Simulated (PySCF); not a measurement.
fluoromethyl(silyloxy)silane (CH₇FOSi₂), SMILES FC[SiH2]O[SiH3].

Geometry: B3LYP-D3(BJ)/def2-SVP. Other conformers were not sampled.

Vertical ionisation energy (IE) and electron affinity (EA) in eV. Rows of orbital energies are one-electron estimates. Where ΔSCF, EOM or ADC give a negative EA the extra electron is unbound and the value depends on the basis.

```
level                                          IE    EA
-------------------------------------------  ----  ----
−ε(HOMO), −ε(LUMO), B3LYP/def2-TZVP (PySCF)  8.27  0.59
−ε(HOMO), −ε(LUMO), PBE/def2-TZVP (PySCF)    7.01  1.28
```
